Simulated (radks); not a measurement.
All-electron atom: Fe15+ in [Ne] 3s1.

Calculated with a radial shooting solver on a logarithmic mesh with Libxc functionals: scalar-relativistic Kohn-Sham, Slater X-alpha with alpha = 0.93, spin-polarised, spherical densities, point nucleus; open shells are filled with parallel spins first.

Energy parts (Ry):
| part | energy |
|---|---|
| total | -2356.47763 |
| kinetic | 2388.73806 |
| electron-nucleus | -5155.18027 |
| Hartree | 517.53533 |
| exchange | -107.57076 |

Orbitals (lengths in bohr, moments of r in powers of bohr; r(max) is where P^2 peaks):
orbital,occ.,eigenvalue (Ry),<1/r>,r(max),<r^4>
1s up,1,-556.7264,26.03,0.03820,0.00005357
1s down,1,-556.6191,26.03,0.03820,0.00005357
2s up,1,-97.03353,5.682,0.2196,0.01105
2s down,1,-96.89624,5.688,0.2196,0.01092
2p up,3,-88.67962,5.583,0.1766,0.008131
2p down,3,-88.55671,5.588,0.1765,0.008024
3s up,1,-35.81501,2.189,0.6226,0.3646
3s down,0,-34.71515,2.203,0.6178,0.3651

The highest occupied level is 3s up at -487.29 eV. Summed over all electrons, <r^2> = 1.052 bohr^2, which gives a Langevin (diamagnetic) susceptibility term of -0.834 x 10^-6 cm^3/mol. Spin moment in Bohr magnetons: 1. The density falls to 0.001 e/bohr^3 at r = 1.43 bohr. For comparison, the ionisation energy in NIST's Atomic Spectra Database is 489.31 eV (semi-empirical). In exact Kohn-Sham theory the highest level is minus the ionisation energy, but local and semilocal functionals leave it too shallow, through self-interaction and a potential that decays too fast; potentials with the right tail come closer.
